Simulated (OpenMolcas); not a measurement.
Rh VII.

* Program: OpenMolcas
* Method: CASSCF
* Basis: ANO-RCC-VDZP [6s5p3d1f]
* Scalar Hamiltonian: DKH2, point nucleus
* Active space: 3 electrons in 5 orbitals (4d)
* State averaging: 2S+1 = 4 even, 10 roots; 2S+1 = 2 even, 40 roots
* Spin-orbit coupling: RASSI with atomic mean-field integrals over the reference wave functions, term energies averaged over their components

Levels without dynamic correlation, in cm⁻¹ above 4d³ ⁴F_3/2:

```
            Level      E
       4d³ ⁴P_3/2  18023
       4d³ ²G_7/2  20472
       4d³ ²P_1/2  26657
4d³ ²H_9/2 [71 %]  27991
       4d³ ²F_7/2  43023
```

On this reference, MS-CASPT2, IPEA 0.25 Eh, imaginary shift 0.1 Eh (closed shells correlated: 4s 4p) puts 4d³ ⁴P_3/2 at 15530 cm⁻¹.

Problem. Estimate the other levels at that method by one scale factor, and say how well it serves.

Solution. The factor is 15530 / 18023 = 0.862. Scaled values beside those that MS-CASPT2 gives:
```
            Level  Scaled  MS-CASPT2  Miss (%)
       4d³ ²G_7/2   17647      18830      -6.3
       4d³ ²P_1/2   22978      24090      -4.6
4d³ ²H_9/2 [71 %]   24128      26840     -10.1
       4d³ ²F_7/2   37086      39080      -5.1
```
For these levels the scaled values miss MS-CASPT2 by up to 10.1 %, as correlation changes each term by its own factor, spin-orbit parts do not scale and CASPT2 has its own spread within terms. This holds within one configuration; levels of others move differently, and the target method has errors of its own against measurement.

CASPT2 breaks the degeneracy within a term, and the mean is taken; among the terms shown or strongly mixed into the levels shown the widest spread is 530 cm-1 (4d³ ⁴F, MS-CASPT2). The basis is small and was not contracted for so high a charge. Without dynamic correlation excited terms often stand tens of per cent too high (terms of higher spin than the ground term too low), and those without a measured partner can miss by more than the paired ones (holds for CASSCF). Levels of configurations outside the active space are missing.

A share in square brackets marks a mixed level and gives the weight of the term that names it, the lowest over the columns.
